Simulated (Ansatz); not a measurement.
The cluster KNa4⁺, 5 atoms. Hardware: 4 threads of Arm Neoverse V2 on a shared host.

Correlated methods freeze 9 core orbitals; core or outer-core shells of Na, K are correlated, in sets that lack core-valence functions.

(1) How many basis functions does each of these Ansatz runs have, and roughly what does it cost? PBE/def2-TZVP, charge 1 singlet, energy and forces, from earlier orbitals; BHLYP/def2-TZVP, charge 1 singlet, energy, from earlier orbitals; PBE/def2-SVP, charge 1 singlet, energy, from earlier orbitals; r2SCAN/def2-TZVP, charge 1 singlet, energy, from earlier orbitals; PBE0/def2-SVP, charge 1 singlet, energy, from earlier orbitals; MP2/def2-TZVP, charge 1 singlet, energy, from earlier orbitals; CCSD(T)/def2-TZVPP, charge 1 singlet, energy, from earlier orbitals; B2PLYP/def2-TZVP, charge 1 singlet, energy, from earlier orbitals; BLYP/def2-TZVP, charge 1 singlet, energy, from earlier orbitals; PBE0/def2-TZVP, charge 1 singlet, energy, from earlier orbitals; PBE/def2-SVP, charge 1 singlet, relaxation, 4 steps.

Results:

(1) Other jobs shared the machine, so times can vary by a factor of up to 3. A dash marks memory too small to be measured apart from the calling script's.

| run | functions | fitting or Cholesky vectors | wall time | peak host memory (GiB) |
| --- | --- | --- | --- | --- |
| PBE/def2-SVP, charge 1 singlet, energy, from earlier orbitals | 84 | 976 | 1.1 s | – |
| MP2/def2-TZVP, charge 1 singlet, energy, from earlier orbitals | 161 | 1472 | 1.5 s | – |
| PBE0/def2-SVP, charge 1 singlet, energy, from earlier orbitals | 84 | 768 | 1.8 s | – |
| PBE/def2-TZVP, charge 1 singlet, energy and forces, from earlier orbitals | 161 | 1433 | 1.9 s | – |
| BLYP/def2-TZVP, charge 1 singlet, energy, from earlier orbitals | 161 | 1433 | 2.3 s | – |
| PBE0/def2-TZVP, charge 1 singlet, energy, from earlier orbitals | 161 | 1498 | 2.5 s | – |
| BHLYP/def2-TZVP, charge 1 singlet, energy, from earlier orbitals | 161 | 1544 | 2.5 s | – |
| PBE/def2-SVP, charge 1 singlet, relaxation, 4 steps | 84 | 976 | 2.9 s | – |
| B2PLYP/def2-TZVP, charge 1 singlet, energy, from earlier orbitals | 161 | 1472 | 3.7 s | – |
| r2SCAN/def2-TZVP, charge 1 singlet, energy, from earlier orbitals | 161 | 1433 | 3.7 s | – |
| CCSD(T)/def2-TZVPP, charge 1 singlet, energy, from earlier orbitals | 161 | 1472 | 51 s | 1.8 |
